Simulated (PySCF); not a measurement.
C4H10Se.
Z-matrix (Å and degrees, PBE0-D3(BJ)/def2-SVP geometry), rows numbered from 1:
```
C 
C   1  1.5201
C   2  1.5247  1  115.19
C   3  1.5168  2  112.16  1   174.86
Se  3  1.9799  2  108.42  1   -62.00
H   1  1.1013  2  111.93  3    62.07
H   1  1.1001  2  110.99  3  -177.87
H   1  1.1016  2  111.22  3   -57.89
H   2  1.1044  1  110.25  3  -123.56
H   2  1.1046  1  109.36  3   120.40
H   3  1.1021  2  108.89  1    52.93
H   4  1.1033  3  109.98  2   -58.65
H   4  1.1001  3  111.95  2  -178.28
H   4  1.1008  3  110.96  2    61.05
H   5  1.4697  3   94.46  2  -171.36
```

Level: wB97X-D/def2-SVPD in PySCF, non-relativistic, on one gas-phase PBE0-D3(BJ)/def2-SVP geometry that isn't relaxed in the solvent. The solvent is an IEF-PCM continuum (Bondi radii, 1.10 Å for H, scaled by 1.2). Specific hydrogen bonds and non-electrostatic terms are outside this model. Spin–orbit coupling is left out although an atom past zinc is present.

Gas phase at wB97X-D/def2-SVPD: HOMO -8.25 eV, LUMO 1.70 eV, dipole 1.72 D.

**Question.** What does the continuum do to the energy, the frontier levels and the dipole at wB97X-D/def2-SVPD in dichloromethane and acetonitrile?

**Answer.** 
```csv
solvent,ε,E(solvent) − E(gas) (kJ/mol),polarisation term (kJ/mol),distortion of the solute (kJ/mol),HOMO (eV),LUMO (eV),dipole (D)
dichloromethane,8.93,-10.35,-11.96,1.61,-8.36,1.70,2.33
acetonitrile,35.69,-12.08,-14.35,2.27,-8.39,1.68,2.45
```

The polarisation term is half the interaction of the solute with the surface charges that it induces; the rest is the cost of distorting the solute's density. The sum is the electrostatic part of solvation alone. From dichloromethane to acetonitrile the lowering changes by a factor 1.17, Onsager's factor (ε − 1)/(2ε + 1) by 1.14 and ε itself by 4.0.

**Question.** Which radius a makes the point-dipole formula ΔE = −[(ε − 1)/(2ε + 1)]·μ²/a³ give the value in acetonitrile, with the gas-phase dipole?

**Answer.** μ = 0.676 au and |ΔE| = 0.00460 Eh give a = 1.92 Å; the farthest nucleus lies 2.98 Å from the centroid of the nuclei, so such a sphere wouldn't even hold the nuclei. The formula assumes a rigid point dipole at the centre of a sphere.

**Question.** How does the static polarisability (wB97X-D/def2-SVPD, frozen core, with the continuum's full static response) change?

**Answer.** 
| medium | isotropic (au) | principal values (au) | ⟨r²⟩ of the electrons (bohr²) |
| --- | --- | --- | --- |
| gas | 79.6 | 68.7, 81.6, 88.4 | 822.4 |
| dichloromethane | 106.8 | 96.5, 105.8, 118.1 | 822.0 |
| acetonitrile | 112.5 | 103.3, 110.5, 123.7 | 822.0 |

The isotropic value in acetonitrile is 1.41 times the gas-phase one; no cavity-field correction is applied. ⟨r²⟩ is taken about the centre of nuclear charge.

On one thread of an Arm Neoverse V2, shared host, this took 32 s of wall time. This is the whole response run at wB97X-D/def2-SVPD in acetonitrile, SCF included.

The pairwise dispersion term of wB97X-D wasn't added to the energies; at a given geometry it leaves orbitals and properties as they are.
